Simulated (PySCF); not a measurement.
O3Se. Atoms are numbered in the order given.

```xyz
4

Se     0.0000     0.0000     0.0000
O      1.6066     0.0000     0.0000
O     -0.8033     1.3913     0.0000
O     -0.8033    -1.3913     0.0000
```
Charge 0, spin multiplicity 1.

Geometry optimised at B3LYP-D3(BJ)/def2-SVP.

Calculation: PBE/def2-TZVPD in PySCF.

Mulliken values depend strongly on the basis, most of all with diffuse functions as here. ESP charges are fitted to the potential on shells at 1.4 to 2.0 van der Waals radii. Atomic charges (e):

```csv
atom,ESP fit,Mulliken,meta-Löwdin
Se1,1.04,1.12,1.97
O2,-0.35,-0.37,-0.66
O3,-0.35,-0.37,-0.66
O4,-0.35,-0.37,-0.66
```
